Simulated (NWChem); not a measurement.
CH$_{5}$NOSi$_{2}$; SMILES O[Si@@H]1C=N[SiH2]1

```xyz
10

O     -0.2685     2.2952    -0.5140
Si     0.0301     0.9004     0.3484
C      1.4606    -0.3196    -0.0611
N      0.9733    -1.5108    -0.0626
Si    -0.8179    -1.2637     0.0036
H     -0.4442     2.1954    -1.4546
H      0.1254     1.3644     1.7643
H      2.5512    -0.1719    -0.1917
H     -1.5116    -2.0838     1.0439
H     -1.4211    -1.5896    -1.3252
```
Atoms are numbered in this order, from 1.

All runs use the structure optimised with PBE0/def2-SVP.

Problem. Give the principal values of the shielding tensors (ppm) of O1, Si2, C3, N4, Si5 from PBE0/pcSseg-1, GIAO (NWChem), with their diamagnetic and paramagnetic parts as GIAO splits them.

Solution. 
```json
[
 {"atom": "O1", "σ11": "205.5", "σ22": "288.8", "σ33": "305.2", "isotropic": "266.5", "diamagnetic": "390.9", "paramagnetic": "-124.4"},
 {"atom": "Si2", "σ11": "302.3", "σ22": "357.8", "σ33": "409.8", "isotropic": "356.7", "diamagnetic": "878.7", "paramagnetic": "-522.1"},
 {"atom": "C3", "σ11": "-152.9", "σ22": "-69.5", "σ33": "92.5", "isotropic": "-43.3", "diamagnetic": "258.5", "paramagnetic": "-301.7"},
 {"atom": "N4", "σ11": "-812.7", "σ22": "-238.4", "σ33": "246.3", "isotropic": "-268.3", "diamagnetic": "327.4", "paramagnetic": "-595.7"},
 {"atom": "Si5", "σ11": "232.8", "σ22": "351.7", "σ33": "455.5", "isotropic": "346.7", "diamagnetic": "880.4", "paramagnetic": "-533.8"}
]
```
